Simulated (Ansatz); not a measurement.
`FC[SiH2][InH2]` → `F[CH2][InH2]` + `[SiH2]` at 298.15 K and 1 bar (silylene formation by 1,1-elimination).

Program: Ansatz. Geometries: PBE0-D4/def2-TZVP. ΔE: electronic, gas phase. CBS: MP2 limit from def2 TZ/QZ plus the TZ coupled-cluster correction, frozen cores. This one scheme is used for every species. Elements past krypton have def2 core potentials. For In outer-core shells are correlated without core-valence functions, which leaves a few kJ/mol of doubt a bond. Each species was taken in one conformer, which may not be the lowest.

```
         species  CCSD(T)/CBS energy (Eh)  H − E (kJ/mol)  S (J/(mol·K))
`FC[SiH2][InH2]`               -620.30591           176.0          373.7
  `F[CH2][InH2]`               -330.00580           121.8          314.4
        `[SiH2]`               -290.19011            40.6          207.5
```

H − E and S are ideal-gas, rigid-rotor, harmonic terms from PBE0-D4/def2-TZVP, for one conformer and one mirror image of each species. 1 Eh = 2625.50 kJ/mol, R = 8.31446 J/(mol·K).

Q: By hand: ΔE, ΔH, ΔS and ΔG.

A: ΔE = (-330.00580) + (-290.19011) − (-620.30591) = 0.11000 Eh = 288.8 kJ/mol. Δ(H − E) = 121.8 + 40.6 − 176.0 = -13.6, so ΔH = 275.2 kJ/mol. ΔS = 314.4 + 207.5 − 373.7 = 148.2 J/(mol·K). ΔG = 275.2 − 298.15 × (148.2)/1000 = 231.0 kJ/mol.

Q: By hand: the equilibrium constant, and the temperature at which ΔG would vanish if ΔH and ΔS stayed fixed.

A: log₁₀ K = −ΔG/(RT ln 10) = -40.5. ΔG = 0 at ΔH/ΔS = 1857 K.

The number of gas molecules changes by +1, which sets the sign of ΔS. A doubt of 5 kJ/mol in ΔE shifts log₁₀ K by 0.9 here. Other conformers and mirror images would add mixing entropy, several J/(mol·K) or more a flexible species. Modes under 60 cm⁻¹, often nearly free rotors, make the harmonic entropy too high. These are equilibria of isolated gas molecules and say nothing of rates. Largest T1 diagnostic: 0.014 (customary marks: 0.02 for closed shells, 0.045 for open ones).
